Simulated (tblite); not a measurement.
dysprosium atom (Dy), quintet (GFN-xTB shapes and energies of metal compounds can be far from the true ones) (GFN-xTB holds the 4f electrons in the core, so unpaired electrons go into valence orbitals and the state isn't the physical one); GFN1-xTB (tblite).

Input for tblite:
```
$ tblite run mol.xyz --method gfn1 --charge 0 --spin 4 --spin-polarized --json tblite.json --no-restart

# file mol.xyz
1

Dy     0.00000000     0.00000000     0.00000000
```

Write the output that tblite gives for this input, abridged.


```
ERROR STOP

Error termination. Backtrace:
-> Total number of electrons (3) and number unpaired electrons (4) is not compatible
xTB calculator
 | screened Coulomb repulsion
 | Coulomb electrostatics
 |  * isotropic Klopman-Ohno-Mataga-Nishimoto electrostatics
 |  * onsite third-order electrostatics
 | DFT-D3(BJ) dispersion correction
 | Interactions (1)
 | [1] spin polarization

[Fatal] Singlepoint calculation failed
```

The input was rejected before any calculation.
